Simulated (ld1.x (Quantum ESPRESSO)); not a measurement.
silicon (Si): excitation energies, all-electron against ultrasoft

```
Element                 : Si
Generator               : ld1.x (Quantum ESPRESSO) 7.5
Type                    : ultrasoft
Functional              : PBE
Relativity              : non-relativistic
Frozen core             : [Ne]
Valence charge          : 4
Reference configuration : 3s1.5 3p2.5
Partial waves           : 3s (bound): rcut 1.40, rcutus 1.60 bohr; 3s channel at 1.45 Ry: rcut 1.40, rcutus 1.60 bohr; 3p (bound): rcut 1.30, rcutus 1.75 bohr; 3p channel at 3.35 Ry: rcut 1.30, rcutus 1.75 bohr; 3d channel at 0.3 Ry: rcut 1.45, rcutus 1.95 bohr; 3d channel at 2.1 Ry: rcut 1.45, rcutus 1.95 bohr
Local potential         : all-electron potential smoothed inside 1.35 bohr (lloc = -1)
Core correction         : none
Augmentation charge     : PSQ, inside the norm-conserving radii
```

Energies are relative to the spin-unpolarised reference configuration 3s1.5 3p2.5; without spin polarisation the order of configurations can differ from experiment.

Question: Give the all-electron excitation energy and the error of the potential for: 3s2 3p2; 3s2 3p1; 3s2 3p0; 3s2 3p1.5; 3s2 3p2.3; 3s0 3p4; 3s1 3p3.

Answer:

| valence configuration | charge | ΔE all-electron (eV) | error AE − PS (meV) |
| --- | --- | --- | --- |
| 3s2 3p2 | 0 | -3.360 | +0.6 |
| 3s2 3p1 | +1 | 4.391 | -1.1 |
| 3s2 3p0 | +2 | 20.396 | -10 |
| 3s2 3p1.5 | +0.5 | -0.433 | +0.4 |
| 3s2 3p2.3 | -0.3 | -4.293 | +0.5 |
| 3s0 3p4 | 0 | 10.304 | +8.0 |
| 3s1 3p3 | 0 | 3.399 | +0.8 |

Levels in the configuration 3s2 3p2:

```json
{"level": "3s", "all-electron (eV)": "-10.768", "pseudo (eV)": "-10.771"}
{"level": "3p", "all-electron (eV)": "-4.090", "pseudo (eV)": "-4.090"}
```
